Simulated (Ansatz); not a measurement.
HfTe₂, relaxed as a quintet with UKS B3LYP-D4/def2-TZVP in Ansatz, starting from the B3LYP-D4/def2-TZVP geometry of the neutral singlet. Force threshold 0.02 eV/Å.

In the def2 sets Hf, Te take a core potential; there is no spin–orbit coupling. The relaxation made no stability test and no search for a lower SCF solution. At B3LYP-D4/def2-TZVP a singlet of charge 0 lies 1.28 eV below the quintet, each at its own geometry. That singlet is doubtful there (restricted singlet, unstable towards broken spin symmetry at other levels and untested here). The structure comes from a short search, and lower isomers may exist.

Start:

| atom | x (Å) | y (Å) | z (Å) |
| --- | --- | --- | --- |
| Hf1 | -0.2765 | -1.2327 | -0.9720 |
| Te2 | -0.9785 | 1.2554 | -0.0066 |
| Te3 | 1.2550 | -0.0227 | 0.9786 |

(1) Estimate the energy that the relaxation releases and the steps that it takes.

(2) Does the start keep its bonding and symmetry?

(3) Predict the relaxed structure.

Results:

(1) 0.45 eV, in 4 steps; 16 s on 4 threads of Arm Neoverse V2 on a shared host. No frequencies were taken in this run, so the end may be a saddle point.

(2) By distances, no bond broke or formed. The bond that changes most is Te2–Te3, from 2.76 to 3.41 Å (atoms count from 1). Point group C2v at the start, C2v at the end, both within 0.05 Å.

(3) 
| atom | x (Å) | y (Å) | z (Å) |
| --- | --- | --- | --- |
| Hf1 | -0.2505 | -1.1164 | -0.8804 |
| Te2 | -1.2551 | 1.3481 | -0.1687 |
| Te3 | 1.5055 | -0.2316 | 1.0490 |
Bond lengths: 2 × Hf–Te 2.75 Å.
